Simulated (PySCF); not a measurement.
System (SMILES): C=C(F)F.
Geometry (B3LYP-D3(BJ)/def2-TZVP, fixed):
```xyz
6

C      1.3666    -0.1842    -0.0960
C      0.0659    -0.0089    -0.0046
F     -0.8303    -0.9779     0.0790
F     -0.5461     1.1633     0.0177
H      2.0191     0.6710    -0.1597
H      1.7731    -1.1820    -0.1067
```
Charge 0, spin multiplicity 1.

Basis-set convergence of the mean static polarisability at PBE0 with PySCF. All functions are spherical. Density fitting with generated auxiliary sets. In sets without p functions on hydrogen, species with hydrogen take exact integrals. No added dispersion term, no relativity. Reference: the value in d-aug-cc-pVTZ, 28.53 bohr³, itself unsure by roughly 0.6 % (its mean distance from aug-pcseg-2, aug-cc-pVTZ). Deviations are taken from unrounded values. Cost is core time over that of def2-SVP, rough, on shared machines of one kind; a dash marks a row that isn't timed (too short, read off another run, short of memory, by another algorithm or on other hardware).

| basis | functions | mean static polarisability (bohr³) | minus reference (%) | cost |
|---|---|---|---|---|
| def2-SV(P) | 60 | 20.67 | -27.5 | - |
| def2-SVP | 66 | 20.99 | -26.4 | 1× |
| def2-SVPD | 102 | 27.51 | -3.6 | 2× |
| def2-TZVP | 136 | 25.40 | -11.0 | 4× |
| def2-TZVPP | 152 | 25.58 | -10.4 | 5× |
| def2-TZVPD | 172 | 28.29 | -0.8 | 6× |
| def2-TZVPPD | 188 | 28.30 | -0.8 | 8× |
| def2-QZVPP | 288 | 26.97 | -5.5 | 20× |
| def2-QZVPPD | 324 | 28.42 | -0.4 | 30× |

The smallest set listed that lies within 2 % of the reference with all its larger relatives (same family, alike in diffuse functions; a set with none counts only in the reference's own line) is def2-TZVPD (172 functions, 6× in cost, -0.8 % off).
